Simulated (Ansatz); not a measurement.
HBCl (SMILES [BH]Cl), doublet, geometry from GFN2-xTB; MP2/6-311G** in Ansatz (an electronic-structure program).

Here is a job for Ansatz.
Ansatz 0.2 input:
```yaml
crystal:
  periodic: [false, false, false]
  atoms:
    - {symbol: B, position_ang: [-1.11910595, 0.43366543, 0.05067460]}
    - {symbol: Cl, position_ang: [0.44881581, -0.11025720, -0.01488399]}
    - {symbol: H, position_ang: [-2.03433907, -0.29395469, -0.00034516]}
basis:
  gaussian:
    orbitals: 6-311G__.json
magnetization: {spin_polarized: true, initial_magnetization: 1}
correlation: {method: mp2}
```
The basis file holds 6-311G** in the JSON format of the Basis Set Exchange.

Task: Predict the main parts of the log of this Ansatz run.

Result: 
```
Functional definition: HF
416 factors; integrals over basis functions are off by at most 1.0e-3 eV
mean field evaluation 1: about -13189.4883 eV, gradient 8.6e0 eV
mean field evaluation 2: about -13189.4906 eV, gradient 8.6e0 eV
mean field evaluation 4: about -13190.4019 eV, gradient 1.6e0 eV
mean field evaluation 8: about -13190.4493 eV, gradient 1.8e-3 eV
mean field -13190.44934774 eV, -484.7400727217 hartree, gradient 4.1e-6 eV, S^2 0.753912; 0 other end points of the search recorded, 0 dependent functions left out
6 core orbitals not correlated
reference -13190.44934774 eV, -484.7400727217 hartree; 6, 5 occupied and 39, 40 virtual orbitals, 416 factors
second order -5.60363348 eV of doubles, -0.00000000 eV of singles
Total energy: -13196.05298121 eV, -484.9460024537 hartree
```
